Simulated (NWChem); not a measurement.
# CH₅FOSi; SMILES CO[SiH2]F

```xyz
9

Si    -0.5257     0.6355    -0.1225
F      0.7780     1.5557     0.1162
O     -0.3066    -0.8860     0.4568
C      0.5097    -1.8673    -0.1729
H     -0.7579     0.5936    -1.5900
H     -1.6525     1.2117     0.6385
H      1.5565    -1.7531     0.1323
H      0.1575    -2.8544     0.1396
H      0.4500    -1.8036    -1.2683
```
Atoms are numbered in this order, from 1.

Coordinates come from a B3LYP/6-31G* (spherical d) optimisation.

Task: List the 4 lowest vertical singlet excitations and the 4 lowest triplet ones from B3LYP/6-31+G* (spherical d), TDA (NWChem).

Result: 
```tsv
state	energy (eV)	oscillator strength	leading excitation (squared amplitude)
S1	7.58	0.001	HOMO → LUMO (0.66)
S2	7.74	0.026	HOMO → LUMO+1 (0.61)
S3	7.93	0.023	HOMO → LUMO+2 (0.75)
S4	7.99	0.026	HOMO−1 → LUMO (0.57)
T1	7.34	spin-forbidden	HOMO → LUMO (0.68)
T2	7.39	spin-forbidden	HOMO → LUMO+1 (0.75)
T3	7.70	spin-forbidden	HOMO → LUMO+2 (0.55)
T4	7.74	spin-forbidden	HOMO−1 → LUMO (0.65)
```
